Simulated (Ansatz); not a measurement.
Ansatz (a quantum-chemistry and plane-wave program) input (HF/6-31G* with LANL2DZ past Ar): The .json file joins the Basis Set Exchange's 6-31G* for atoms up to Ar and LANL2DZ past it.

Ansatz 0.2 input:
```yaml
crystal:
  periodic: [false, false, false]
  atoms:
    - {symbol: Ge, position_ang: [0.12247958, -0.15060018, 0.38200483]}
    - {symbol: F, position_ang: [-0.99318339, 1.21104163, 0.22621884]}
    - {symbol: F, position_ang: [1.28270456, 0.48501024, -0.78971141]}
    - {symbol: F, position_ang: [-0.72500413, -1.16058457, -0.79474682]}
basis:
  gaussian:
    orbitals: 6-31Gs+LANL2DZ.json
hamiltonian:
  xc: {name: HF}
total_charge: -1
phonons: {temperatures: {t_min: 298.15, t_max: 298.15, t_step: 100}}
```

Output:

```
WARN ansatz: RAYON_NUM_THREADS=1 ignored (pool sized by the plan → 1); use --threads N
Functional definition: HF
integrals: 0.01 GiB planned
539 factors; integrals over basis functions are off by at most 3.3e-4 eV
mean field: 0.09 GiB planned
mean field evaluation 1: about -8219.8166 eV, gradient 1.8e1 eV
mean field evaluation 2: about -8219.8199 eV, gradient 1.8e1 eV
mean field evaluation 4: about -8220.4935 eV, gradient 1.8e0 eV
mean field evaluation 8: about -8220.5052 eV, gradient 8.6e-5 eV
mean field -8220.50524336 eV, -302.0979956348 hartree, gradient 2.6e-5 eV, S^2 0.000000; 0 other end points of the search recorded, 0 dependent functions left out
the calculation of the forces begins
reference -8220.50524336 eV, -302.0979956348 hartree; 16, 16 occupied and 37, 37 virtual orbitals, 539 factors
these checks for a lower state are left out or cut short: stability, starts, cluster_reference, orbital_swaps, neighbouring_geometries, increment
integrals: 0.01 GiB planned
539 factors; integrals over basis functions are off by at most 3.3e-4 eV
mean field: 0.09 GiB planned
mean field evaluation 16: about -8220.5052 eV, gradient 6.5e-6 eV
mean field -8220.50516906 eV, -302.0979929042 hartree, gradient 1.1e-6 eV, S^2 0.000000; 0 other end points of the search recorded, 0 dependent functions left out
the calculation of the forces begins
reference -8220.50516906 eV, -302.0979929042 hartree; 16, 16 occupied and 37, 37 virtual orbitals, 539 factors
these checks for a lower state are left out or cut short: stability, starts, cluster_reference, orbital_swaps, neighbouring_geometries, increment
integrals: 0.01 GiB planned
539 factors; integrals over basis functions are off by at most 3.3e-4 eV
mean field: 0.09 GiB planned
mean field -8220.50516950 eV, -302.0979929206 hartree, gradient 1.1e-6 eV, S^2 0.000000; 0 other end points of the search recorded, 0 dependent functions left out
the calculation of the forces begins
reference -8220.50516950 eV, -302.0979929206 hartree; 16, 16 occupied and 37, 37 virtual orbitals, 539 factors
these checks for a lower state are left out or cut short: stability, starts, cluster_reference, orbital_swaps, neighbouring_geometries, increment
integrals: 0.01 GiB planned
539 factors; integrals over basis functions are off by at most 3.3e-4 eV
mean field: 0.09 GiB planned
mean field evaluation 32: about -8220.5052 eV, gradient 1.1e-4 eV
mean field -8220.50516457 eV, -302.0979927396 hartree, gradient 6.3e-7 eV, S^2 0.000000; 0 other end points of the search recorded, 0 dependent functions left out
the calculation of the forces begins
reference -8220.50516457 eV, -302.0979927396 hartree; 16, 16 occupied and 37, 37 virtual orbitals, 539 factors
these checks for a lower state are left out or cut short: stability, starts, cluster_reference, orbital_swaps, neighbouring_geometries, increment
integrals: 0.01 GiB planned
539 factors; integrals over basis functions are off by at most 3.3e-4 eV
mean field: 0.09 GiB planned
mean field -8220.50516369 eV, -302.0979927072 hartree, gradient 2.6e-6 eV, S^2 0.000000; 0 other end points of the search recorded, 0 dependent functions left out
the calculation of the forces begins
reference -8220.50516369 eV, -302.0979927072 hartree; 16, 16 occupied and 37, 37 virtual orbitals, 539 factors
these checks for a lower state are left out or cut short: stability, starts, cluster_reference, orbital_swaps, neighbouring_geometries, increment
integrals: 0.01 GiB planned
539 factors; integrals over basis functions are off by at most 3.3e-4 eV
mean field: 0.09 GiB planned
mean field -8220.50518029 eV, -302.0979933170 hartree, gradient 2.1e-6 eV, S^2 0.000000; 0 other end points of the search recorded, 0 dependent functions left out
the calculation of the forces begins
reference -8220.50518029 eV, -302.0979933170 hartree; 16, 16 occupied and 37, 37 virtual orbitals, 539 factors
these checks for a lower state are left out or cut short: stability, starts, cluster_reference, orbital_swaps, neighbouring_geometries, increment
integrals: 0.01 GiB planned
539 factors; integrals over basis functions are off by at most 3.3e-4 eV
mean field: 0.09 GiB planned
mean field -8220.50518091 eV, -302.0979933397 hartree, gradient 2.1e-6 eV, S^2 0.000000; 0 other end points of the search recorded, 0 dependent functions left out
the calculation of the forces begins
reference -8220.50518091 eV, -302.0979933397 hartree; 16, 16 occupied and 37, 37 virtual orbitals, 539 factors
these checks for a lower state are left out or cut short: stability, starts, cluster_reference, orbital_swaps, neighbouring_geometries, increment
integrals: 0.01 GiB planned
539 factors; integrals over basis functions are off by at most 3.3e-4 eV
mean field: 0.09 GiB planned
mean field -8220.50523603 eV, -302.0979953654 hartree, gradient 2.6e-6 eV, S^2 0.000000; 0 other end points of the search recorded, 0 dependent functions left out
the calculation of the forces begins
reference -8220.50523603 eV, -302.0979953654 hartree; 16, 16 occupied and 37, 37 virtual orbitals, 539 factors
these checks for a lower state are left out or cut short: stability, starts, cluster_reference, orbital_swaps, neighbouring_geometries, increment
integrals: 0.01 GiB planned
539 factors; integrals over basis functions are off by at most 3.3e-4 eV
mean field: 0.09 GiB planned
mean field evaluation 64: about -8220.5052 eV, gradient 3.0e-5 eV
mean field -8220.50523666 eV, -302.0979953886 hartree, gradient 2.6e-6 eV, S^2 0.000000; 0 other end points of the search recorded, 0 dependent functions left out
the calculation of the forces begins
reference -8220.50523666 eV, -302.0979953886 hartree; 16, 16 occupied and 37, 37 virtual orbitals, 539 factors
these checks for a lower state are left out or cut short: stability, starts, cluster_reference, orbital_swaps, neighbouring_geometries, increment
integrals: 0.01 GiB planned
539 factors; integrals over basis functions are off by at most 3.3e-4 eV
mean field: 0.09 GiB planned
mean field -8220.50521174 eV, -302.0979944729 hartree, gradient 1.1e-6 eV, S^2 0.000000; 0 other end points of the search recorded, 0 dependent functions left out
the calculation of the forces begins
reference -8220.50521174 eV, -302.0979944729 hartree; 16, 16 occupied and 37, 37 virtual orbitals, 539 factors
these checks for a lower state are left out or cut short: stability, starts, cluster_reference, orbital_swaps, neighbouring_geometries, increment
integrals: 0.01 GiB planned
539 factors; integrals over basis functions are off by at most 3.3e-4 eV
mean field: 0.09 GiB planned
mean field -8220.50521097 eV, -302.0979944446 hartree, gradient 1.2e-6 eV, S^2 0.000000; 0 other end points of the search recorded, 0 dependent functions left out
the calculation of the forces begins
reference -8220.50521097 eV, -302.0979944446 hartree; 16, 16 occupied and 37, 37 virtual orbitals, 539 factors
these checks for a lower state are left out or cut short: stability, starts, cluster_reference, orbital_swaps, neighbouring_geometries, increment
integrals: 0.01 GiB planned
539 factors; integrals over basis functions are off by at most 3.3e-4 eV
mean field: 0.09 GiB planned
mean field -8220.50522967 eV, -302.0979951318 hartree, gradient 7.9e-7 eV, S^2 0.000000; 0 other end points of the search recorded, 0 dependent functions left out
the calculation of the forces begins
reference -8220.50522967 eV, -302.0979951318 hartree; 16, 16 occupied and 37, 37 virtual orbitals, 539 factors
these checks for a lower state are left out or cut short: stability, starts, cluster_reference, orbital_swaps, neighbouring_geometries, increment
integrals: 0.01 GiB planned
539 factors; integrals over basis functions are off by at most 3.3e-4 eV
mean field: 0.09 GiB planned
mean field -8220.50522985 eV, -302.0979951386 hartree, gradient 7.6e-7 eV, S^2 0.000000; 0 other end points of the search recorded, 0 dependent functions left out
the calculation of the forces begins
reference -8220.50522985 eV, -302.0979951386 hartree; 16, 16 occupied and 37, 37 virtual orbitals, 539 factors
these checks for a lower state are left out or cut short: stability, starts, cluster_reference, orbital_swaps, neighbouring_geometries, increment
integrals: 0.01 GiB planned
539 factors; integrals over basis functions are off by at most 3.3e-4 eV
mean field: 0.09 GiB planned
mean field evaluation 96: about -8220.5052 eV, gradient 1.5e-6 eV
mean field -8220.50521239 eV, -302.0979944967 hartree, gradient 1.5e-6 eV, S^2 0.000000; 0 other end points of the search recorded, 0 dependent functions left out
the calculation of the forces begins
reference -8220.50521239 eV, -302.0979944967 hartree; 16, 16 occupied and 37, 37 virtual orbitals, 539 factors
these checks for a lower state are left out or cut short: stability, starts, cluster_reference, orbital_swaps, neighbouring_geometries, increment
integrals: 0.01 GiB planned
539 factors; integrals over basis functions are off by at most 3.3e-4 eV
mean field: 0.09 GiB planned
mean field -8220.50521194 eV, -302.0979944801 hartree, gradient 1.7e-6 eV, S^2 0.000000; 0 other end points of the search recorded, 0 dependent functions left out
the calculation of the forces begins
reference -8220.50521194 eV, -302.0979944801 hartree; 16, 16 occupied and 37, 37 virtual orbitals, 539 factors
Total energy: -8220.50524336 eV, -302.0979956348 hartree
Atom 0 at     0.122480    -0.150600     0.382005 Å, force    -0.000127     0.000156    -0.000396 eV/Å
Atom 1 at    -0.993183     1.211042     0.226219 Å, force    -0.000008     0.000009     0.000172 eV/Å
Atom 2 at     1.282705     0.485010    -0.789711 Å, force     0.000127    -0.000034     0.000112 eV/Å
Atom 3 at    -0.725004    -1.160585    -0.794747 Å, force     0.000008    -0.000131     0.000112 eV/Å
Dipole moment:     0.127148    -0.156340     0.396564 e Å
Vibrations: 248.99 248.99 334.53 583.05 583.05 646.53 cm⁻¹, zero-point energy 0.163978 eV
```

The blocks after the first are displaced geometries, from whose forces the wavenumbers follow.

The dipole moment of an ion depends on the origin.
